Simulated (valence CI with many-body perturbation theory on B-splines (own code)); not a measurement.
## Level structure of Xe XIV

Level of theory: valence CI with perturbative core correlation (CI+MBPT): five valence electrons over a frozen Dirac-Fock core [Kr], radial functions for each j: 7 s, 7 p, 8 d, 6 f, 4 g, 1 h, with the one-electron correlation potential Σ1 (screened to all orders), the two-electron term Σ2, the three-electron term Σ3, Breit, model QED; selected single and double excitations, second order for the rest (own B-spline code, finite nucleus).

No measured levels were compared; by estimate terms of the open shell hold to 2 to 4 % of their energy, and close levels can change places. Core correlation moves these levels by up to 12000 cm⁻¹, and in measured spectra 5 to 20 % of such shifts remained as error; rates that hang on mixing are uncertain with them. Among the levels kept, up to 320 cm⁻¹ of a level comes from second order outside the variational space, and about a tenth of that is noise between levels of different J, which matters for small intervals. Only levels of the ground parity were solved; by the run's estimate the other parity begins above the list, which can be wrong where configurations are misplaced.

Levels 1 to 37 of 37, with energies above the lowest level, 4d5 6S_5/2. "Leading %" is the weight of the configuration and term that name the level; weights of strongly mixed levels are sums over their largest components and can fall short. Lifetimes count E1, E2, E3, M1 and M2 decay at the calculated energies, and are blank where another channel may lead or the interval is too uncertain; long ones can be off by a factor of two.

| No. | Configuration | Term | J | E (eV) | Leading % | Second component | Lifetime | g |
| --- | --- | --- | --- | --- | --- | --- | --- | --- |
| 1 | 4d5 | 6S | 5/2 | 0.000 | 88 | 10 % 4d5 4P |  | 1.949 |
| 2 | 4d5 | 4G | 5/2 | 4.325 | 34 | 18 % 4d5 2F | 8.12 ms | 1.008 |
| 3 | 4d5 | 4G | 7/2 | 5.335 | 70 | 11 % 4d5 4D | 58.7 ms | 1.068 |
| 4 | 4d5 | 4G | 11/2 | 5.533 | 82 | 13 % 4d5 2H |  | 1.233 |
| 5 | 4d5 | 4D | 3/2 | 5.620 | 48 | 42 % 4d5 4P | 4.38 ms | 1.372 |
| 6 | 4d5 | 4G | 5/2 | 5.688 | 42 | 27 % 4d5 4D | 5.74 ms | 1.071 |
| 7 | 4d5 | 4G | 9/2 | 5.740 | 87 | 6 % 4d5 4F | 795 ms | 1.170 |
| 8 | 4d5 | 4P | 1/2 | 6.320 | 58 | 36 % 4d5 4D | 110 ms | 1.666 |
| 9 | 4d5 | 4D | 7/2 | 6.908 | 71 | 19 % 4d5 4G | 17.1 ms | 1.322 |
| 10 | 4d5 | 4D | 5/2 | 7.502 | 35 | 29 % 4d5 2D | 4.25 ms | 1.303 |
| 11 | 4d5 | 4D | 1/2 | 7.868 | 63 | 33 % 4d5 4P | 10.1 ms | 0.947 |
| 12 | 4d5 | 2I | 11/2 | 7.966 | 75 | 12 % 4d5 2H | 14.9 ms | 0.984 |
| 13 | 4d5 | 4P | 3/2 | 8.189 | 45 | 41 % 4d5 4D | 3.99 ms | 1.384 |
| 14 | 4d5 | 2F | 7/2 | 8.527 | 41 | 30 % 4d5 4F | 24.4 ms | 1.123 |
| 15 | 4d5 | 2I | 13/2 | 8.671 | 99 |  | 97.6 ms | 1.076 |
| 16 | 4d5 | 2G | 9/2 | 8.789 | 48 | 32 % 4d5 4F | 14.4 ms | 1.169 |
| 17 | 4d5 | 4F | 3/2 | 8.905 | 52 | 38 % 4d5 2D | 3.77 ms | 0.663 |
| 18 | 4d5 | 2F | 5/2 | 9.198 | 30 | 25 % 4d5 4F | 2.35 ms | 1.051 |
| 19 | 4d5 | 4F | 5/2 | 10.121 | 33 | 31 % 4d5 2F | 2.57 ms | 1.100 |
| 20 | 4d5 | 2H | 9/2 | 10.286 | 51 | 43 % 4d5 4F | 3.23 ms | 1.102 |
| 21 | 4d5 | 2G | 7/2 | 10.553 | 57 | 26 % 4d5 2F | 10.4 ms | 1.012 |
| 22 | 4d5 | 2D | 3/2 | 11.020 | 55 | 38 % 4d5 4F | 5.12 ms | 0.697 |
| 23 | 4d5 | 2F | 5/2 | 11.102 | 54 | 21 % 4d5 4F | 3.24 ms | 0.997 |
| 24 | 4d5 | 2F | 7/2 | 11.344 | 63 | 18 % 4d5 2G | 2.29 ms | 1.112 |
| 25 | 4d5 | 2F | 7/2 | 11.897 | 46 | 38 % 4d5 4F | 4.71 ms | 1.154 |
| 26 | 4d5 | 2H | 11/2 | 12.049 | 73 | 20 % 4d5 2I | 2.08 ms | 1.067 |
| 27 | 4d5 | 2S | 1/2 | 12.123 | 84 | 8 % 4d5 4P | 2.92 ms | 1.959 |
| 28 | 4d5 | 2G | 9/2 | 12.191 | 46 | 34 % 4d5 2H | 5.22 ms | 1.081 |
| 29 | 4d5 | 2D | 5/2 | 13.317 | 49 | 36 % 4d5 2F | 1.60 ms | 1.064 |
| 30 | 4d5 | 2D | 3/2 | 13.645 | 90 | 6 % 4d5 4D | 1.72 ms | 0.819 |
| 31 | 4d5 | 2D | 5/2 | 14.622 | 71 | 19 % 4d5 2F | 1.70 ms | 1.139 |
| 32 | 4d5 | 2G | 9/2 | 15.022 | 97 |  | 3.69 ms | 1.110 |
| 33 | 4d5 | 2G | 7/2 | 15.513 | 88 | 10 % 4d5 2F | 2.65 ms | 0.916 |
| 34 | 4d5 | 2P | 3/2 | 17.258 | 85 | 13 % 4d5 2D | 3.65 ms | 1.258 |
| 35 | 4d5 | 2P | 1/2 | 18.098 | 91 | 7 % 4d5 2S | 2.01 ms | 0.760 |
| 36 | 4d5 | 2D | 5/2 | 19.801 | 95 |  |  | 1.196 |
| 37 | 4d5 | 2D | 3/2 | 20.297 | 84 | 13 % 4d5 2P |  | 0.866 |

Names give the largest LS component (configuration and term), which can be under half, so a name can repeat, a term be missing and a line seem to break the LS rules; names also repeat where a configuration has a term twice.

The ionisation energy to 4d4 5D_0 of the next ion comes out as 314.68 eV (NIST: 314 ± 3 eV (theoretical)). All 37 levels together are meant to be complete up to 21.132 eV.
